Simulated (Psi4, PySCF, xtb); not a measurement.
Internal rotation in SMILES OB(O)[SiH2][SiH2]Cl (H6BClO2Si2), singlet. Scanned: dihedral H7–O1–B2–Si4; all other coordinates were relaxed at GFN2-xTB. Points at φ and −φ are mirror images. Heavy atoms are numbered in the order of the SMILES OB(O)[SiH2][SiH2]Cl, hydrogens after them in the order of the atoms that carry them; the mirror image has the same energies with the sign of each dihedral reversed.

Levels: RMP2/6-31G* = restricted MP2 (frozen core)/6-31G*, spherical d // GFN2-xTB (PySCF); GFN1-xTB // GFN2-xTB (xtb); RKS-B3LYP/6-31G* = restricted B3LYP/6-31G*, spherical d, density fitting // GFN2-xTB (PySCF); MP2/cc-pVTZ = DF-MP2 (frozen core)/cc-pVTZ // GFN2-xTB (Psi4 1.11).

Energies relative to the lowest point of each profile, in kcal/mol; the last columns give the difference from MP2:

```csv
φ / °,RMP2/6-31G*,GFN1-xTB,RKS-B3LYP/6-31G*,MP2/cc-pVTZ,RMP2/6-31G* − MP2/cc-pVTZ,GFN1-xTB − MP2/cc-pVTZ,RKS-B3LYP/6-31G* − MP2/cc-pVTZ
-160,5.2,0.6,5.6,4.9,0.3,-4.3,0.7
-140,7.0,2.5,7.5,6.7,0.3,-4.2,0.8
-120,9.5,5.3,9.9,9.1,0.4,-3.7,0.8
-100,11.1,8.3,11.1,10.4,0.7,-2.1,0.7
-80,9.4,8.4,9.1,9.1,0.3,-0.7,0.0
-60,5.8,6.2,5.6,5.8,0.0,0.4,-0.2
-40,2.5,3.9,2.4,2.6,-0.1,1.3,-0.1
-20,0.6,2.4,0.5,0.6,0.0,1.8,0.0
0,0.0,1.9,0.0,0.0,0.0,1.9,0.0
20,0.6,2.4,0.5,0.6,0.0,1.8,0.0
40,2.5,3.9,2.4,2.6,-0.1,1.3,-0.1
60,5.8,6.2,5.6,5.8,0.0,0.4,-0.2
80,9.4,8.4,9.1,9.1,0.3,-0.7,0.0
100,11.1,8.3,11.1,10.4,0.7,-2.1,0.7
120,9.5,5.3,9.9,9.1,0.4,-3.7,0.8
140,7.0,2.5,7.5,6.7,0.3,-4.2,0.8
160,5.2,0.6,5.6,4.9,0.3,-4.3,0.7
180,4.8,0.0,5.1,4.5,0.3,-4.5,0.5
```

RMP2/6-31G* is furthest from MP2/cc-pVTZ at -100 (0.7 kcal/mol, above); its mean absolute difference over the points is 0.3 kcal/mol.

GFN1-xTB is furthest from MP2/cc-pVTZ at 180 (-4.5 kcal/mol, below); its mean absolute difference over the points is 2.4 kcal/mol.

RKS-B3LYP/6-31G* is furthest from MP2/cc-pVTZ at -120 (0.8 kcal/mol, above); its mean absolute difference over the points is 0.4 kcal/mol.
